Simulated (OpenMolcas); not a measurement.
## Computed transition rates of W V

- Program: OpenMolcas 26.06
- Method: SS-RASPT2, IPEA 0.25 Eh, imaginary shift 0.1 Eh (closed shells correlated: 5s)
- Basis: ANO-RCC-VQZP [9s8p6d4f3g2h]
- Scalar Hamiltonian: DKH2, point nucleus
- Active space: 8 electrons in 8 orbitals (RAS1 5p, at most 2 holes; RAS2 5d)
- State averaging: 2S+1 = 3 even, 10 roots; 2S+1 = 1 even, 15 roots
- Spin-orbit coupling: RASSI with atomic mean-field integrals over the reference wave functions, term energies averaged over their components

Rates come from the transition moments of the reference wave functions (E1 and E2 in the length form). At fixed line strength A goes as λ^-3 for E1 and M1 and as λ^-5 for E2, so a rate at the computed wavelength can be rescaled to the measured one. Measured vacuum wavelengths follow from level energies in the list in J. Phys. B 45, 065001 (2012). Branching counts decays inside the model space alone, at computed energies, and the table is only a selection of the E2 and M1 lines, drawn from those between levels with measured partners whose computed energy lies within a factor of 1.5 of the measured one.

| Upper | Lower | Type | λ computed (nm) | λ measured (nm) | A computed (s-1) | A rescaled (s-1) | Branching % |
| --- | --- | --- | --- | --- | --- | --- | --- |
| 5d2 3P1 | 5d2 1D2 [58 %] | M1 | 3103 | 3862 | 2.38e-01 |  | 11.0 |
| 5d2 3P1 | 5d2 3P0 | M1 | 2562 | 2864 | 9.95e-01 | 7.12e-01 | 46.0 |
| 5d2 3P2 [68 %] | 5d2 3P1 | M1 | 1542 | 1591 | 2.51e+00 | 2.29e+00 | 17.1 |
| 5d2 3P2 [68 %] | 5d2 1D2 [58 %] | M1 | 1030 | 1127 | 8.91e+00 |  | 60.6 |
| 5d2 1G4 | 5d2 3F4 | M1 | 906.7 | 923.7 | 4.11e+00 |  | 30.5 |
| 5d2 3P0 | 5d2 3F2 | E2 | 742.1 | 778.9 | 2.74e-01 | 2.15e-01 | 100.0 |
| 5d2 1D2 [58 %] | 5d2 3F2 | M1 | 706.4 | 727.7 | 6.80e+00 |  | 82.2 |
| 5d2 3P1 | 5d2 3F2 | M1 | 575.4 | 612.3 | 7.09e-01 |  | 32.8 |
| 5d2 3P1 | 5d2 3F2 | E2 | 575.4 | 612.3 | 1.80e-01 | 1.32e-01 | 8.3 |
| 5d2 1S0 | 5d2 3P2 [68 %] | E2 | 492.3 | 487.9 | 2.05e+00 |  | 2.1 |
| 5d2 3P2 [68 %] | 5d2 3F2 | M1 | 419 | 442.2 | 1.53e-01 |  | 1.0 |
| 5d2 1S0 | 5d2 3P1 | M1 | 373.1 | 373.4 | 7.67e+01 |  | 77.5 |
| 5d2 1S0 | 5d2 1D2 [58 %] | E2 | 333.1 | 340.5 | 1.52e+01 | 1.36e+01 | 15.4 |
| 5d2 1S0 | 5d2 3F2 | E2 | 226.4 | 232 | 4.91e+00 |  | 5.0 |

Spin-changing lines and M1 lines between different terms are not rescaled, since their strength hangs on the term gaps too.

The largest correction is for 5d2 3P1 → 5d2 3P0 (M1): 9.95e-01 × (2562 / 2864)^3 = 7.12e-01 s-1, a factor of 0.72.

The computed rate and branching of 5d2 3P0 → 5d2 3F2 give the upper level a radiative lifetime of 1.000 / 2.74e-01 s-1 = 3.65e+00 s, counting decays inside the model space alone. The rescaled rate gives about 4.6e+00 s.

These are rates of the free ion; in crystals, glasses and complexes forced electric-dipole and non-radiative decay shorten such lifetimes by orders of magnitude. No measured rate stands beside these. Rescaling mends the energy factor alone: line strengths can still be far off where a level mixes with configurations outside the active space, and weak or spin-changing lines hang on small mixing coefficients that depend on the term gaps too, so rescaling need not improve them.

Term energies are means over components that CASPT2 splits; among the terms shown or strongly mixed into the levels shown the widest spread is 410 cm-1 (5d2 1G). Active for correlation alone: 5p; no level in the range computed is led by a configuration that opens it, so any true level of that kind is missing. Measured partners are found by configuration, term and J. A level has none where our copy of the source lacks it or the pairing is in doubt (some pairs that miss far off the trend of their configuration count as doubtful). Levels of configurations outside the active space are missing.

A share in square brackets marks a mixed level and gives the weight of the term that names it.
